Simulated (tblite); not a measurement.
Species: C8H5F3N2S.
Bonds: C1–C2, C2–C3 (aromatic), C3–C4 (aromatic), C4–C5 (aromatic), C5–C6, C6–F7, C6–F8, C6–F9, C5–C10 (aromatic), C10–N11 (aromatic), N11–S12 (aromatic), S12–N13 (aromatic), N13–C14 (aromatic), C2–C14 (aromatic), C10–C14 (aromatic). Hydrogens: H15, H16, H17 on C1; H18 on C3; H19 on C4.

A start from a force field or distance geometry was refined with tblite 0.8.0, GFN2-xTB geometry optimisation, gas phase. Values at the start:

| coordinate | start |
| --- | --- |
| C1–C2 | 1.512 Å |
| C1–H15 | 1.084 Å |
| C2–C3 | 1.408 Å |
| C2–C14 | 1.415 Å |
| C3–C4 | 1.426 Å |
| C3–H18 | 1.090 Å |
| C4–C5 | 1.414 Å |
| C4–H19 | 1.093 Å |
| C5–C6 | 1.498 Å |
| C5–C10 | 1.414 Å |
| C6–F7 | 1.362 Å |
| C10–N11 | 1.339 Å |
| C10–C14 | 1.522 Å |
| N11–S12 | 1.657 Å |
| S12–N13 | 1.652 Å |
| N13–C14 | 1.346 Å |
| C1–C2–C3 | 119.6° |
| C1–C2–C14 | 124.9° |
| C3–C4–C5 | 124.3° |
| C4–C5–C10 | 114.7° |
| C5–C10–N11 | 126.0° |
| C6–C5–C10 | 122.9° |
| C10–N11–S12 | 107.0° |
| N11–S12–N13 | 100.8° |
| C4–C5–C6–F7 | -118° |

Question: How do these coordinates change at the GFN2-xTB level?

Answer: 
```json
{"coordinate": "C10–C14", "GFN2-xTB (Å or °)": "1.439", "change": "-0.083"}
{"coordinate": "N11–S12", "GFN2-xTB (Å or °)": "1.602", "change": "-0.055"}
{"coordinate": "S12–N13", "GFN2-xTB (Å or °)": "1.602", "change": "-0.050"}
{"coordinate": "C4–C5", "GFN2-xTB (Å or °)": "1.373", "change": "-0.041"}
{"coordinate": "C2–C3", "GFN2-xTB (Å or °)": "1.374", "change": "-0.034"}
{"coordinate": "C3–C4", "GFN2-xTB (Å or °)": "1.405", "change": "-0.021"}
{"coordinate": "C6–F7", "GFN2-xTB (Å or °)": "1.343", "change": "-0.019"}
{"coordinate": "C1–C2", "GFN2-xTB (Å or °)": "1.493", "change": "-0.019"}
{"coordinate": "C4–H19", "GFN2-xTB (Å or °)": "1.079", "change": "-0.014"}
{"coordinate": "N13–C14", "GFN2-xTB (Å or °)": "1.335", "change": "-0.011"}
{"coordinate": "C3–H18", "GFN2-xTB (Å or °)": "1.080", "change": "-0.010"}
{"coordinate": "C10–N11", "GFN2-xTB (Å or °)": "1.332", "change": "-0.007"}
{"coordinate": "C5–C10", "GFN2-xTB (Å or °)": "1.408", "change": "-0.006"}
{"coordinate": "C1–H15", "GFN2-xTB (Å or °)": "1.089", "change": "+0.005"}
{"coordinate": "C2–C14", "GFN2-xTB (Å or °)": "1.411", "change": "-0.004"}
{"coordinate": "C5–C6", "GFN2-xTB (Å or °)": "1.498", "change": "0.000"}
{"coordinate": "C1–C2–C14", "GFN2-xTB (Å or °)": "120.5", "change": "-4.4"}
{"coordinate": "C6–C5–C10", "GFN2-xTB (Å or °)": "119.2", "change": "-3.7"}
{"coordinate": "C4–C5–C10", "GFN2-xTB (Å or °)": "118.3", "change": "+3.6"}
{"coordinate": "C1–C2–C3", "GFN2-xTB (Å or °)": "122.8", "change": "+3.2"}
{"coordinate": "C3–C4–C5", "GFN2-xTB (Å or °)": "121.5", "change": "-2.8"}
{"coordinate": "C5–C10–N11", "GFN2-xTB (Å or °)": "128.2", "change": "+2.2"}
{"coordinate": "N11–S12–N13", "GFN2-xTB (Å or °)": "98.8", "change": "-2.0"}
{"coordinate": "C10–N11–S12", "GFN2-xTB (Å or °)": "108.6", "change": "+1.6"}
{"coordinate": "C4–C5–C6–F7", "GFN2-xTB (Å or °)": "-120", "change": "-2"}
```

The energy falls by 36.6 kJ/mol over 27 L-BFGS steps, the largest force on an atom goes from 2.12 to 0.008 eV/Å, and the atoms move by 0.081 Å rms after alignment. The bond that changes most is C10–C14 (both ends ring-fusion aromatic carbon), which shortens by 0.083 Å. Bonds longer at the end by more than 0.005 Å: 1 of 20; shorter: 16. Rotational constants go from 938.2, 494.6, 344.7 to 963.8, 519.2, 359.3 MHz.

Time: 0.31 s. Hardware: Arm Neoverse V1, one thread, shared host.

GFN2-xTB frequencies show an imaginary mode (64i cm⁻¹), so the point is no minimum at that level.

Shape of the structure used: `[CH3:1][c:2]1[cH:3][cH:4][c:5]([C:6]([F:7])([F:8])[F:9])[c:10]2[n:11][s:12][n:13][c:14]12`: C4–C5–C6–F7 -120°.

These are computed values.
